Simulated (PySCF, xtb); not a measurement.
CH₄STe, SMILES S([TeH])C.

GFN2-xTB run with xtb at its own geometry gives an orbital gap of 3.51 eV and a dipole moment of 2.16 D.

Geometry: B3LYP-D3(BJ)/def2-SVP. The def2 effective core potentials stand for the cores of Te; spin–orbit coupling is left out.

What does ωB97X/def2-TZVPD (PySCF) give? (Estimate from the structure and the level; the computed values follow.)

gap 8.86 eV (levels -8.75 and 0.12 eV), dipole 1.51 D.
